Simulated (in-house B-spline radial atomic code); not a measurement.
Results of a calculation; reference values are marked as such.
Ghost states of the separable form: K

K, [Ar] 4s1, non-relativistic PBE, spherical and spin-unpolarised, from a B-spline radial code for spherical atoms (atomic units; all potentials screened as in the neutral atom).

Troullier-Martins channels: 4s (ε = -0.0849, r_c = 3.215 bohr), 3p (ε = -0.6926, r_c = 1.161 bohr). In the Kleinman-Bylander form one channel serves as the local potential, and each other channel l becomes |δV u><u δV|/<u|δV|u>, with δV = V_l − V_local and u the pseudo-orbital. Its strength is E_KB = <u|δV²|u>/<u|δV|u>. By the analysis of Gonze, Stumpf and Scheffler a spurious state lies below the reference level ε if E_KB > 0 and ε is above the second level of the local potential alone, or if E_KB < 0 and ε is above its first. The table's levels are those of angular momentum l in a sphere of 9 bohr, whose wall can lift a shallow ε a little above its free-atom value.

```tsv
local	channel	<u δV u>	<u δV² u>	ε	first local level	second local level
s	p	-2.4092	7.6905	-0.6926	-0.0093	0.2497
p	s	0.060901	0.092433	-0.0745	-1.9997	-0.1438
```

(1) Apply the rule to each row.

Diagonalising the separable Hamiltonian gives:

| local | channel | three lowest levels | all-electron, two lowest valence levels |
| --- | --- | --- | --- |
| s | p | -0.6926, 0.0154, 0.3126 | -0.6926, 0.0020 |
| p | s | -0.9273, -0.0745, 0.1755 | -0.0745, 0.1767 |

(2) Which choices of local channel are safe?

Answers

(1) Local s, channel p: E_KB = -3.19, so ε = -0.6926 is set against -0.0093: no ghost. Local p, channel s: E_KB = +1.52, so ε = -0.0745 is set against -0.1438: a ghost.

(2) Free of ghosts: s. With p local the s channel has a ghost 0.85 hartree below ε, since the local potential binds more than one state below ε, and a repulsive term of rank one raises each level at most to the next, so it clears only one of them. Among the safe choices the second level, which tests transfer, is off by at most 13.4 millihartree (s local).
